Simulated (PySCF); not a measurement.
Ga(Cl) cation (ClGa), SMILES [Cl][Ga] (connectivity only; charge and spin as stated), charge +1, multiplicity 2.

Coordinates come from a PBE-D3(BJ)/def2-TZVP optimisation. The spin state was assumed, not searched.

These are PBE-D3(BJ)/def2-TZVP (PySCF) values and carry that method's errors.

Frequencies are harmonic and unscaled.

```
mode  ν (cm⁻¹)  IR (km/mol)  moving atoms (share of kinetic energy)
----  --------  -----------  --------------------------------------
1          396         14.4                        Cl 66 %, Ga 34 %
```
